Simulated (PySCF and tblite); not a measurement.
C7H11N, numbered as in [C-:1]#[N+:2][CH:3]1[CH2:4][CH2:5][CH2:6][CH2:7][CH2:8]1.

Free energies: PBE0-D3(BJ)/pcSseg-1 (IEF-PCM, chloroform) on GFN2-xTB structures plus GFN2-xTB thermal terms, symmetry and mirror images included. Conformers within 3 kcal/mol (GFN2-xTB free energy) were kept, 10 at most. GIAO shieldings: PBE0/pcSseg-1 (IEF-PCM, chloroform). Shifts are against TMS (¹H), TMS (¹³C), NH3 (¹⁵N) at the same level; of two unlike H on one atom, a is the less shielded. Programs: PySCF with density fitting and tblite.

The 6-ring runs over atoms 3–4–5–6–7–8.

| conformer | shape | symmetry | E(GFN2) kcal/mol | E(DFT) kcal/mol |
| --- | --- | --- | --- | --- |
| 1 | 6-ring chair (N2 axial) | Cs | 0.32 | 0.00 |
| 2 | 6-ring chair (all substituents equatorial) | Cs | 0.00 | 0.24 |

Task: How much do the weights at 298.15 K and the averaged shift of H4a/H8a depend on how the conformers are weighted?

Result: 
```tsv
weighting	1 (%)	2 (%)	δ (ppm)	rms dipole (D)
DFT energy with thermal terms, symmetry and mirror images (full scheme)	56	44	1.91	4.75
DFT energy with symmetry and mirror images	60	40	1.88	4.74
bare DFT energy	60	40	1.88	4.74
GFN2-xTB energy with symmetry and mirror images	37	63	2.05	4.83
GFN2-xTB free energy	33	67	2.08	4.84
leading conformer alone	100	0	1.58	4.58
equal weights	50	50	1.95	4.78
```

The largest departure from the full scheme, 0.33 ppm, comes with: leading conformer alone.


¹⁵N shifts are against a computed isolated NH3 molecule, about 20 ppm from the liquid.